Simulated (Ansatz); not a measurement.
Gas-phase electronic energies from Ansatz, PBE0-D4/def2-TZVP geometries. CCSD(T)/CBS adds triple-zeta CCSD(T) − MP2 to the extrapolated MP2 energy (def2 sets, frozen cores). This one scheme is used for every species. Functionals use def2-TZVPP. For Ge outer-core shells are correlated without core-valence functions, which leaves a few kJ/mol of doubt a bond. Scalar relativity is left out up to krypton. One conformer a species, not always the lowest.

Consider the formal hydrolysis of the Si–N bond: `N[SiH2][S][GeH3]` + H₂O → `O[SiH2][S][GeH3]` + NH₃.

| level | ΔE (eV) |
| --- | --- |
| PBE | -0.43 |
| MP2/def2-QZVPP | -0.42 |

What does CCSD(T)/CBS give? (Estimate.)

Computed: -0.42 eV. The listed levels differ from it by -0.01, 0.00 eV.

Largest T1 diagnostic among the species: 0.012.

In def2-TZVPP, CCSD(T) changes the Hartree–Fock value by +0.06 eV (the triples alone add +0.00 eV) and MP2 by +0.07 eV.
